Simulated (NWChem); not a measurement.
Everything below was run with NWChem. System: tetrachloroaluminate (AlCl₄ (-1)), charge -1, spin multiplicity 1, at a geometry optimised with PBE0/def2-SVP. Level: RHF/def2-SVPD.

The NWChem input:

```
start mol
memory heap 200 mb stack 900 mb global 1100 mb
charge -1
geometry units angstroms nocenter noautoz
  Cl     1.765641     0.000000    -1.248520
  Al     0.000000     0.000000     0.000000
  Cl    -1.765641     0.000000    -1.248520
  Cl     0.000000     1.765641     1.248520
  Cl     0.000000    -1.765641     1.248520
  symmetry group C2v
end
basis spherical
  * library def2-svpd
end
scf
  rhf
  nopen 0
  maxiter 100
  thresh 1e-7
  semidirect memsize 60000000 filesize 0
end
task scf energy
```

NWChem printed:

```
             Northwest Computational Chemistry Package (NWChem) 7.3.0
             --------------------------------------------------------

                                NWChem Input Module
                                -------------------

 Scaling coordinates for geometry "geometry" by  1.889725989
 (inverse scale =  0.529177249)

 Turning off AUTOSYM since
 SYMMETRY directive was detected!

                             Geometry "geometry" -> ""
                             -------------------------

 Output coordinates in angstroms (scale by  1.889725989 to convert to a.u.)

  No.       Tag          Charge          X              Y              Z
 ---- ---------------- ---------- -------------- -------------- --------------
    1 Cl                  17.0000     1.76564100     0.00000000    -1.24852000
    2 Al                  13.0000     0.00000000     0.00000000     0.00000000
    3 Cl                  17.0000    -1.76564100     0.00000000    -1.24852000
    4 Cl                  17.0000     0.00000000     1.76564100     1.24852000
    5 Cl                  17.0000     0.00000000    -1.76564100     1.24852000

 Effective nuclear repulsion energy (a.u.)     476.1684740163

            Nuclear Dipole moment (a.u.)
            ----------------------------
        X                 Y               Z
 ---------------- ---------------- ----------------
     0.0000000000     0.0000000000     0.0000000000

      Symmetry information
      --------------------

 Group name             C2v
 Group number             16
 Group order               4
 No. of unique centers     3

      Symmetry unique atoms

     1    2    4


 Summary of "ao basis" -> "" (spherical)
 ------------------------------------------------------------------------------
       Tag                 Description            Shells   Functions and Types
 ---------------- ------------------------------  ------  ---------------------
 *                         def2-svpd                  on all atoms

 Summary of "ao basis" -> "ao basis" (spherical)
 ------------------------------------------------------------------------------
       Tag                 Description            Shells   Functions and Types
 ---------------- ------------------------------  ------  ---------------------
 Cl                        def2-svpd                11       27   5s4p2d
 Al                        def2-svpd                10       24   5s3p2d

                                 NWChem SCF Module
                                 -----------------

  ao basis        = "ao basis"
  functions       =   132
  atoms           =     5
  closed shells   =    41
  open shells     =     0
  charge          =  -1.00
  wavefunction    = RHF
  use symmetry    = T
  symmetry adapt  = T

 Summary of "ao basis" -> "ao basis" (spherical)
 ------------------------------------------------------------------------------
       Tag                 Description            Shells   Functions and Types
 ---------------- ------------------------------  ------  ---------------------
 Cl                        def2-svpd                11       27   5s4p2d
 Al                        def2-svpd                10       24   5s3p2d

      Symmetry analysis of basis
      --------------------------

        a1         50
        a2         18
        b1         32
        b2         32

 Forming initial guess at       0.1s

      Superposition of Atomic Density Guess
      -------------------------------------

 Sum of atomic energies:       -2079.11004093
[...]
    8  -10.3893
    9  -10.3893
   10   -7.8637
   11   -7.8637
   12   -7.8637
   13   -7.8637
   14   -7.8620
   15   -7.8620
   16   -7.8620
   17   -7.8620
   18   -7.8620
   19   -7.8620
   20   -7.8620
   21   -7.8620
   22   -4.8053
   23   -3.1250
   24   -3.1250
   25   -3.1250
   26   -0.9333
   27   -0.9082
   28   -0.9082
   29   -0.9082
   30   -0.4449
   31   -0.3676
   32   -0.3676
   33   -0.3676
   34   -0.3214
   35   -0.3214
   36   -0.3082
   37   -0.3082
   38   -0.3082
   39   -0.2867
   40   -0.2867
   41   -0.2867
   42    0.1696
   43    0.2204
   44    0.2204
   45    0.2204
   46    0.2447
   47    0.2447
   48    0.2631
   49    0.2631
   50    0.2631
   51    0.2669

                       ROHF Final Molecular Orbital Analysis
                       -------------------------------------

 Vector   39  Occ=2.000000D+00  E=-2.867319D-01  Symmetry=a2
              MO Center=  1.7D-11,  7.8D-12,  1.0D-11, r^2= 5.9D+00
   Bfn.  Coefficient  Atom+Function         Bfn.  Coefficient  Atom+Function
  ----- ------------  ---------------      ----- ------------  ---------------
    13      0.326934  1 Cl py                64     -0.326934  3 Cl py
    90     -0.326934  4 Cl px               117      0.326934  5 Cl px
    10      0.235998  1 Cl py                61     -0.235998  3 Cl py
    87     -0.235998  4 Cl px               114      0.235998  5 Cl px

 Vector   40  Occ=2.000000D+00  E=-2.867314D-01  Symmetry=b1
              MO Center= -5.0D-14, -7.8D-12, -6.1D-01, r^2= 5.5D+00
   Bfn.  Coefficient  Atom+Function         Bfn.  Coefficient  Atom+Function
  ----- ------------  ---------------      ----- ------------  ---------------
    14      0.326932  1 Cl pz                65     -0.326932  3 Cl pz
    11      0.235997  1 Cl pz                62     -0.235997  3 Cl pz
    12      0.231191  1 Cl px                63      0.231191  3 Cl px
    90     -0.231168  4 Cl px               117     -0.231168  5 Cl px
     9      0.166886  1 Cl px                60      0.166886  3 Cl px

 Vector   41  Occ=2.000000D+00  E=-2.867314D-01  Symmetry=b2
              MO Center= -8.4D-12, -2.1D-13,  6.1D-01, r^2= 5.5D+00
   Bfn.  Coefficient  Atom+Function         Bfn.  Coefficient  Atom+Function
  ----- ------------  ---------------      ----- ------------  ---------------
    92      0.326932  4 Cl pz               119     -0.326932  5 Cl pz
    89      0.235997  4 Cl pz               116     -0.235997  5 Cl pz
    13      0.231168  1 Cl py                64      0.231168  3 Cl py
    91     -0.231191  4 Cl py               118     -0.231191  5 Cl py
    10      0.166869  1 Cl py                61      0.166869  3 Cl py

 Vector   42  Occ=0.000000D+00  E= 1.696437D-01  Symmetry=a1
              MO Center=  3.5D-15, -8.0D-15,  5.9D-11, r^2= 2.2D+01
   Bfn.  Coefficient  Atom+Function         Bfn.  Coefficient  Atom+Function
  ----- ------------  ---------------      ----- ------------  ---------------
    32      6.357116  2 Al s                 31      4.528283  2 Al s
     5     -2.928424  1 Cl s                 56     -2.928424  3 Cl s
    83     -2.928424  4 Cl s                110     -2.928424  5 Cl s
    15      0.964582  1 Cl px                66     -0.964582  3 Cl px
    94      0.964582  4 Cl py               121     -0.964582  5 Cl py

 Vector   43  Occ=0.000000D+00  E= 2.203609D-01  Symmetry=a1
              MO Center= -3.6D-12, -8.9D-13, -4.4D-11, r^2= 2.4D+01
   Bfn.  Coefficient  Atom+Function         Bfn.  Coefficient  Atom+Function
  ----- ------------  ---------------      ----- ------------  ---------------
     5      1.963482  1 Cl s                 56      1.963482  3 Cl s
    83     -1.963482  4 Cl s                110     -1.963482  5 Cl s
    41      1.415582  2 Al pz                17      1.337443  1 Cl pz
    68      1.337443  3 Cl pz                95      1.337443  4 Cl pz
   122      1.337443  5 Cl pz                15     -0.976401  1 Cl px

 Vector   44  Occ=0.000000D+00  E= 2.203610D-01  Symmetry=b2
              MO Center= -1.3D-17,  1.2D-12,  1.8D+00, r^2= 2.1D+01
   Bfn.  Coefficient  Atom+Function         Bfn.  Coefficient  Atom+Function
  ----- ------------  ---------------      ----- ------------  ---------------
    83      2.776838  4 Cl s                110     -2.776838  5 Cl s
    94     -2.027874  4 Cl py               121     -2.027874  5 Cl py
    40     -1.415515  2 Al py                95     -0.976400  4 Cl pz
   122      0.976400  5 Cl pz                48     -0.669225  2 Al d -1
    16     -0.647030  1 Cl py                67     -0.647030  3 Cl py

 center of mass
 --------------
 x =   0.00000000 y =   0.00000000 z =   0.00000000

 moments of inertia (a.u.)
 ------------------
        1557.226980405445           0.000000000000           0.000000000000
           0.000000000000        1557.226980405445           0.000000000000
           0.000000000000           0.000000000000        1557.197949250344

  Mulliken analysis of the total density
  --------------------------------------

    Atom       Charge   Shell Charges
 -----------   ------   -------------------------------------------------------
    1 Cl  17    17.84   2.00  1.99  1.19  0.76  0.09  5.94  2.10  3.40  0.34  0.01  0.02
    2 Al  13    10.64   2.00  1.99  0.70 -0.94  0.05  5.94  0.70 -0.03  0.33 -0.10
    3 Cl  17    17.84   2.00  1.99  1.19  0.76  0.09  5.94  2.10  3.40  0.34  0.01  0.02
    4 Cl  17    17.84   2.00  1.99  1.19  0.76  0.09  5.94  2.10  3.40  0.34  0.01  0.02
    5 Cl  17    17.84   2.00  1.99  1.19  0.76  0.09  5.94  2.10  3.40  0.34  0.01  0.02

       Multipole analysis of the density wrt the origin
       ------------------------------------------------

     L   x y z        total         open         nuclear
     -   - - -        -----         ----         -------
     0   0 0 0     -1.000000      0.000000     81.000000

     1   1 0 0     -0.000000      0.000000      0.000000
     1   0 1 0      0.000000      0.000000      0.000000
     1   0 0 1     -0.000000      0.000000      0.000000

     2   2 0 0    -57.967412      0.000000    378.513522
     2   1 1 0      0.000000      0.000000      0.000000
     2   1 0 1     -0.000000      0.000000      0.000000
     2   0 2 0    -57.967412      0.000000    378.513522
     2   0 1 1     -0.000000      0.000000      0.000000
     2   0 0 2    -57.967678      0.000000    378.527635

 Task  times  cpu:        3.5s     wall:        3.5s

 Total times  cpu:        3.5s     wall:        3.5s
```
